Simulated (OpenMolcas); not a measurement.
**AlNH3OF (SMILES [NH2][Al]([OH])[F]): the vertical ionisation energy from total energies**

AlNH3OF has 7 atoms, charge 0, and is taken as a singlet. SMILES: `[NH2][Al]([OH])[F]`. The coordinates come from a PBE0-D4/def2-TZVP relaxation. This is one conformer, not always the lowest.

Both states at this one shape; open shells run unrestricted unless said. 1 Eh = 27.2114 eV.

| level | program | singlet AlNH3OF (Eh) | doublet AlNH3OF+ (Eh) | HOMO of the first (eV) |
| --- | --- | --- | --- | --- |
| HF/STO-3G | OpenMolcas | -466.481443 | -466.277583 | -7.89 |
| revPBE/cc-pVDZ | OpenMolcas | -474.074957 | -473.716709 | -5.89 |
| TPSS/cc-pVDZ | OpenMolcas | -474.247491 | -473.888801 | -6.02 |
| r2SCAN/cc-pVDZ | OpenMolcas | -474.083256 | -473.718139 | -6.29 |

Question: Work out the vertical ionisation energy at each level.

Answer: 
1. HF/STO-3G: -466.277583 − (-466.481443) = 0.203860 Eh = 5.55 eV; −ε(HOMO) = 7.89 eV.
2. revPBE/cc-pVDZ: -473.716709 − (-474.074957) = 0.358248 Eh = 9.75 eV; −ε(HOMO) = 5.89 eV.
3. TPSS/cc-pVDZ: -473.888801 − (-474.247491) = 0.358690 Eh = 9.76 eV; −ε(HOMO) = 6.02 eV.
4. r2SCAN/cc-pVDZ: -473.718139 − (-474.083256) = 0.365117 Eh = 9.94 eV; −ε(HOMO) = 6.29 eV.

No measured value is set beside it here; the levels span 5.55 to 9.94 eV. In Hartree–Fock, −ε(HOMO) (Koopmans) exceeds the difference of totals by the orbital relaxation of the ion. In semi-local functionals −ε(HOMO) lies far under the ionisation energy, a result of self-interaction, while the difference of totals does much better. Hartree–Fock favours the state with fewer electron pairs, since it lacks pair correlation. Minimal sets are far from the basis-set limit.
